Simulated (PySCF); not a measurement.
[Hf(NH2)2(H)2], neutral singlet in the gas phase. 

Z-matrix (Å, degrees):
```
Hf
N 1 2.0207
H 2 1.0186 1 131.85
H 2 1.0230 3 107.79 1 179.99
N 1 2.0220 2 109.76 3 0.09
H 5 1.0213 1 126.26 2 90.77
H 5 1.0216 6 107.97 1 -179.16
H 1 1.8733 2 106.10 3 -120.36
H 1 1.8738 8 111.61 2 115.23
```
Charge 0, spin multiplicity 1.

All levels are single points at this geometry (r2SCAN-D4/def2-SVP); Pople sets use spherical d functions. Orbital energies aren't observables, and empty levels follow the basis.

PBE-D3(BJ)/def2-TZVP in PySCF gives dipole (D) = 2.49.

### Question
Estimate the dipole (D) from each of these levels: B3LYP-D3(BJ)/def2-TZVP in PySCF; TPSSh-D3(BJ)/def2-TZVP in PySCF; B3LYP/6-31G* (LANL2DZ on Hf) in PySCF; PBE/6-31G* (LANL2DZ on Hf) in PySCF; HF/6-31G* (LANL2DZ on Hf) in PySCF.

### Answer

```tsv
level	dipole (D)
B3LYP-D3(BJ)/def2-TZVP in PySCF	2.41
TPSSh-D3(BJ)/def2-TZVP in PySCF	2.45
B3LYP/6-31G* (LANL2DZ on Hf) in PySCF	2.90
PBE/6-31G* (LANL2DZ on Hf) in PySCF	3.00
HF/6-31G* (LANL2DZ on Hf) in PySCF	2.64
```
